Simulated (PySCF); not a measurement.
C₂H₇Al (SMILES C[CH2][AlH2]), singlet, at a GFN2-xTB geometry (such geometries of metal compounds can be far from the true shape); MP2/cc-pVDZ run with PySCF.

Input for PySCF:
```python
from pyscf import gto, scf, mp

mol = gto.M(
    atom='''
Al   -0.65165044    0.88705720    0.56697116
H    -1.06119164    1.54604546    1.90904495
H    -1.30156254    1.52983553   -0.68851914
C     0.58897221   -0.66252663    0.31594345
C     0.60113054   -0.93293184   -1.20255948
H     0.28450092   -1.58011908    0.84014238
H     1.61963818   -0.47777682    0.65285272
H     0.92709418   -0.04403707   -1.74595183
H    -0.40278758   -1.17618196   -1.55493373
H     1.26514775   -1.75675870   -1.46356420
''',
    basis='cc-pvdz',
    verbose=4,
    max_memory=1800,
)

mf = scf.RHF(mol)
mf.kernel()

pt = mp.MP2(mf, frozen=7)
pt.kernel()
print('E(MP2) = %.10f' % pt.e_tot)
```

Question: Write the output that PySCF gives for this input, abridged.

Answer: 
```
PySCF version 2.14.0

[INPUT] verbose = 4
[INPUT] num. atoms = 10
[INPUT] num. electrons = 32
[INPUT] charge = 0
[INPUT] spin (= nelec alpha-beta = 2S) = 0
[INPUT] symmetry False subgroup None
[INPUT] Mole.unit = angstrom
[INPUT] Symbol           X                Y                Z      unit          X                Y                Z       unit  Magmom
[INPUT]  1 Al    -0.651650440000   0.887057200000   0.566971160000 AA   -1.231440860552   1.676295164824   1.071420212927 Bohr   0.0
[INPUT]  2 H     -1.061191640000   1.546045460000   1.909044950000 AA   -2.005361565278   2.921602495527   3.607572114984 Bohr   0.0
[INPUT]  3 H     -1.301562540000   1.529835530000  -0.688519140000 AA   -2.459596734593   2.890970167329  -1.301112606121 Bohr   0.0
[INPUT]  4 C      0.588972210000  -0.662526630000   0.315943450000 AA    1.112996171880  -1.251993880931   0.597046591350 Bohr   0.0
[INPUT]  5 C      0.601130540000  -0.932931840000  -1.202559480000 AA    1.135972085712  -1.762985670487  -2.272508065699 Bohr   0.0
[INPUT]  6 H      0.284500920000  -1.580119080000   0.840142380000 AA    0.537628820987  -2.985992305400   1.587639003840 Bohr   0.0
[INPUT]  7 H      1.619638180000  -0.477776820000   0.652852720000 AA    3.060672581089  -0.902867338466   1.233712840477 Bohr   0.0
[INPUT]  8 H      0.927094180000  -0.044037070000  -1.745951830000 AA    1.751954091878  -0.083218001628  -3.299370785383 Bohr   0.0
[INPUT]  9 H     -0.402787580000  -1.176181960000  -1.554933730000 AA   -0.761158212576  -2.222661777054  -2.938398891548 Bohr   0.0
[INPUT] 10 H      1.265147750000  -1.756758700000  -1.463564200000 AA    2.390782754610  -3.319792809947  -2.765735503718 Bohr   0.0

nuclear repulsion = 97.6138047575178
number of shells = 36
number of NR pGTOs = 142
number of NR cGTOs = 81
basis = cc-pvdz
ecp = {}

******** <class 'pyscf.scf.hf.RHF'> ********
method = RHF
initial guess = minao
damping factor = 0
level_shift factor = 0
DIIS = <class 'pyscf.scf.diis.CDIIS'>
diis_start_cycle = 1
diis_space = 8
diis_damp = 0
SCF conv_tol = 1e-09
SCF conv_tol_grad = None
SCF max_cycles = 50
direct_scf = True
direct_scf_tol = 1e-13
Set gradient conv threshold to 3.16228e-05
Initial guess from minao.
init E= -321.699765621164
  HOMO = -0.270100505283126  LUMO = 0.00259817416815844  gap/eV = 7.42051
cycle= 1 E= -321.67524731955  delta_E= 0.0245  |g|= 0.259  |ddm|= 2.36
  HOMO = -0.38774636714774  LUMO = 0.0411806146541354  gap/eV = 11.67170
cycle= 2 E= -321.70396306815  delta_E= -0.0287  |g|= 0.0652  |ddm|= 0.343
  HOMO = -0.385529441429842  LUMO = 0.0507574968004523  gap/eV = 11.87197
cycle= 3 E= -321.706121439425  delta_E= -0.00216  |g|= 0.0147  |ddm|= 0.113
  HOMO = -0.385773794980254  LUMO = 0.0500064648850054  gap/eV = 11.85818
cycle= 4 E= -321.706189883198  delta_E= -6.84e-05  |g|= 0.00282  |ddm|= 0.0148
  HOMO = -0.386842319865316  LUMO = 0.0495135527617125  gap/eV = 11.87385
cycle= 5 E= -321.706194045008  delta_E= -4.16e-06  |g|= 0.000522  |ddm|= 0.00529
  HOMO = -0.38678666296454  LUMO = 0.0495842751455911  gap/eV = 11.87426
cycle= 6 E= -321.706194213873  delta_E= -1.69e-07  |g|= 0.000142  |ddm|= 0.00119
  HOMO = -0.386834377286066  LUMO = 0.0495765245775295  gap/eV = 11.87535
cycle= 7 E= -321.706194225103  delta_E= -1.12e-08  |g|= 4.06e-05  |ddm|= 0.000326
  HOMO = -0.386827716976974  LUMO = 0.0495771121125683  gap/eV = 11.87518
cycle= 8 E= -321.706194225964  delta_E= -8.6e-10  |g|= 9.89e-06  |ddm|= 8.66e-05
  HOMO = -0.386830357090158  LUMO = 0.0495770468508123  gap/eV = 11.87525
Extra cycle  E= -321.70619422601  delta_E= -4.62e-11  |g|= 4.35e-06  |ddm|= 1.48e-05
converged SCF energy = -321.70619422601

******** <class 'pyscf.mp.mp2.RMP2'> ********
nocc = 9, nmo = 74
frozen orbitals 7
E(RMP2) = -322.070378630852  E_corr = -0.364184404842054
E(SCS-RMP2) = -322.080785755171  E_corr = -0.374591529161276
E_corr(same-spin) = -0.0720343345952187
E_corr(oppo-spin) = -0.292150070246836
E(MP2) = -322.0703786309
```
